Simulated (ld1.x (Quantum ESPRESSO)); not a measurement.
Ranking TM potentials for H

All share these settings but for the change named:

```json
{
  "Element": "H (Z = 1)",
  "Generator": "ld1.x (Quantum ESPRESSO) 7.5",
  "Type": "norm-conserving Troullier–Martins (Kleinman–Bylander form)",
  "Functional": "PBE",
  "Relativity": "scalar-relativistic",
  "Frozen core": "none",
  "Valence charge": "1",
  "Reference configuration": "1s0.75 (charge +0.25)",
  "Partial waves": "1s (bound): rc 1.40 bohr",
  "Local potential": "the s channel",
  "Core correction": "none"
}
```

Cutoff: the first of the cutoffs (Ry, on a coarse ladder) from which the occupation-weighted sum of valence levels, in a spherical-Bessel basis at the reference potential, stays within 10 and 1 mRy of its value at 400 Ry; the density cutoff is not measured.

The base gives 18 Ry.

Of 9 variants that were run, those that failed, showed a ghost or another fault, or gave nearly equal values are left out.

A variant can come out equal or close to the base.

**Question.** Rank these variants from softest to hardest (loose cutoff).
A. wave 1s (bound): rc 1.40 bohr becomes 1s (bound): rc 1.92 bohr
B. wave 1s (bound): rc 1.40 bohr becomes 1s (bound): rc 0.94 bohr
C. wave 1s (bound): rc 1.40 bohr becomes 1s (bound): rc 1.18 bohr
D. wave 1s (bound): rc 1.40 bohr becomes 1s (bound): rc 2.12 bohr
E. wave 1s (bound): rc 1.40 bohr becomes 1s (bound): rc 1.48 bohr

**Answer.** D (10 Ry), A (12 Ry), E (18 Ry), C (21 Ry), B (25 Ry).
